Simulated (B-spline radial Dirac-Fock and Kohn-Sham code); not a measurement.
## C⁴⁺: input and output of one calculation

ΔSCF core binding energies without Breit or QED terms, calculated with an atomic code on a B-spline grid. Keys: rel is the Hamiltonian (dirac, or spin-free x2c and nr, where L3 and M5 stand for the whole 2p and 3d shells), method is hf or an exchange,correlation pair (spin-unpolarised, also for the hole states), nuc the nuclear model, radius_factor scales its radius, rmax is the box in bohr, h the logarithmic mesh step, order the B-spline order, points the quadrature points per cell, c_factor scales the speed of light, and damp, ndamp, maxit and tol steer the iteration. The run stops when the commutator error falls below 10·tol·max(1, Z/10), or the numerical noise floor, and the energy has settled to about 1e-8 Ha; the virial ratio is −V/T.

Input (task.json):

```json
{"items": [{"Z": 6, "q": 4, "cfg": [[1, 0, 2]], "A": 12, "rrms": 2.4702, "do": "settings", "holes": ["K", "L3", "M5"],
  "settings": [{"rel": "dirac", "method": "hf", "nuc": "fermi", "radius_factor": 1.0, "rmax": 45.0, "h": 0.3, "order": 8, "points": 10, "c_factor": 1.0, "maxit": 60, "damp": 0.5, "ndamp": 3, "tol": 1e-06}]}]}
```

Command: `python xray2_run.py task.json out`

Ground-state iterations:

```
iter   energy (Ha)        error
   1      -32.10045354  6.18e-01
   2      -32.37569031  1.42e-02
   3      -32.37590393  7.44e-03
   4      -32.37596313  3.91e-03
   5      -32.37598573  2.35e-04
   6      -32.37598580  6.98e-06
   7      -32.37598580  1.04e-07
```

The ground state converged in 7 iterations, with total energy -32.37599 Ha, virial ratio 1.99909 and highest orbital energy -392.47 eV. ΔSCF binding energies: K (1s) 391.0 eV. Holes are computed only in closed shells, and unreliable hole states are left out.
